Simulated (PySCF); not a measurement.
# Distorted geometries of ReO2F2

ReO2F2 (doublet). PySCF 2.14.0, UKS r2SCAN, Re def2-SVP with ECP60, O def2-SVP, F def2-SVP; non-relativistic Hamiltonian with scalar-relativistic core potentials where named; density fitting; no spin-orbit coupling. Relaxed geometry:

```xyz
5

Re    0.0000    0.0000    0.1700
O     1.0009    1.0009    1.1020
O    -1.0009   -1.0009    1.1020
F     0.8896   -0.8896   -1.2181
F    -0.8896    0.8896   -1.2181
```

Task: Order these distorted geometries by energy above the relaxed one, lowest first.
A.
```xyz
5

Re   -0.0461    0.0377    0.1244
O     0.8884    0.9495    1.2473
O    -0.9081   -0.9309    1.0064
F     1.0566   -0.8243   -1.2526
F    -0.9907    0.7680   -1.1877
```
B.
```xyz
5

Re    0.0707    0.0256    0.1185
O     0.9856    0.9932    1.0256
O    -1.1016   -1.1045    1.1122
F     0.9863   -0.7566   -1.1433
F    -0.9411    0.8423   -1.1752
```
C.
```xyz
5

Re    0.0746    0.0781    0.1220
O     0.8488    0.8456    1.2196
O    -0.9361   -1.0472    1.2921
F     0.7430   -0.8728   -1.3193
F    -0.7302    0.9964   -1.3766
```

Result: A (0.97 eV), B (1.44 eV), C (2.19 eV).

Task: Which forces (eV/Å) act in the one that lies 0.97 eV up?

Result: 
```
Re   9.59  3.52 -1.66
O   -0.32  0.03 -1.10
O   -5.97 -6.21  4.98
F   -1.14  0.97  0.95
F   -2.16  1.68 -3.18
```
Forces carry noise of the integration grid, about 0.01 to 0.03 eV/Å.

No frequency check is given that shows the relaxed geometry to be a minimum. Open shells may have lower solutions than the one found.
